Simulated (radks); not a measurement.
Effect of the nuclear size on the magnesium ion Mg2+, [Ne]. Calculated with a radial shooting solver on a logarithmic mesh with Libxc functionals: Dirac Kohn-Sham, LDA (Slater exchange, Perdew-Wang correlation), spin-unpolarised, spherical densities, finite nucleus; Fermi nuclear charge, rms radius 3.057 fm. The rms radius is varied about that value; shifts are against it.

rms radius (fm)  total energy shift (eV)  density at nucleus (e/bohr^3)  1s1/2 shift (meV)
2.6076                         -0.000712                           1147             -0.297
2.9439                         -0.000190                           1146             -0.079
3.057                                  0                           1146              0.000
3.2557                          0.000350                           1145              0.146
3.5767                          0.000962                           1144              0.402

Slopes of the eigenvalues against <r^2> in GHz/fm^2, as finite differences over the two radii next to the reference (eigenvalue slopes, not the field-shift constants of lines): 1s1/2 28.2.
